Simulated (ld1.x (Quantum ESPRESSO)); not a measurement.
Before and after: ultrasoft potential for Ar (Z = 18)

ld1.x (Quantum ESPRESSO) 7.5 input, shortened:

```
&input
   title='Ar', zed=18., rel=1, dft='PBE', iswitch=3,
   config='[Ne] 3s2 3p4 3d-2'
 /
 &inputp
   pseudotype=3, tm=.true., lloc=-1, rcloc=0.85,
   nlcc=.false.,
   which_augfun='PSQ', rmatch_augfun_nc=.true.
 /
6
3S  1  0   2.00   0.00  1.00  1.20  0.0
3S  1  0   0.00  -0.65  1.00  1.20  0.0
3P  2  1   4.00   0.00  0.90  1.05  0.0
3P  2  1   0.00  -1.90  0.90  1.05  0.0
3D  3  2  -2.00   0.45  0.90  1.20  0.0
3D  3  2  -2.00   2.90  0.90  1.20  0.0
 &test
   configts(1)='3s2 3p4'
 /
```

Change: all radii scaled by about 1.41 (s 1.70, p 1.48, d 1.70 bohr, rcut 1.42/1.28/1.28); local potential all-electron potential smoothed inside 1.20 bohr (lloc = -1).

Cutoffs: the cutoffs (Ry, on a coarse ladder) from which the occupation-weighted sum of valence levels, in a spherical-Bessel basis at the reference potential, stays within 10 and 1 mRy of its value at 400 Ry; they do not see the model core or the augmentation charge, which bear on the density cutoff. Errors are all-electron minus pseudo energies relative to the spin-unpolarised reference configuration.

Task: What does the change do?

Result: The potential gets softer (35 Ry and 80 Ry → 30 Ry and 40 Ry); the number of tests that count goes from 6 to 3 (the test run of the changed file stopped, so its transferability is not established); of the 3 tests that both files solve, the error grows in 3 and shrinks in 0 by more than 15 % and 0.3 meV (median size 4.1 → 28.6 meV); neither file shows a bound ghost at the reference potential, the only one tested. A larger radius leaves more room for a smooth pseudo-wave, so fewer plane waves are needed. More of the atom is replaced by a form fitted at one configuration, so other configurations suffer.

```tsv
quantity	base	changed
cutoff, loose	35 Ry	30 Ry
cutoff, tight	80 Ry	40 Ry
loose cutoff by channel (10 mRy a level)	s 21 Ry, p 18 Ry	s 12 Ry, p 25 Ry
bound ghosts	none	none
tests counted (converged, no solver errors)	6 of 6	3 of 6 (the test run stopped)
error for 3s2 3p6, meV [ΔE -44.72 eV]	+4.7	+40
error for 3s2 3p5, meV [ΔE -28.66 eV]	+3.1	+17
error for 3s2 3p5.5, meV [ΔE -38.17 eV]	+4.1	+29
lowest overlap eigenvalue by channel	s 0.41, p 0.74, d 0.96	s 0.32, p 0.80, d 0.37
```

Changed file: Tests not counted: 3s2 3p3 (pseudo-atom not self-consistent, printed error +9.8 meV).
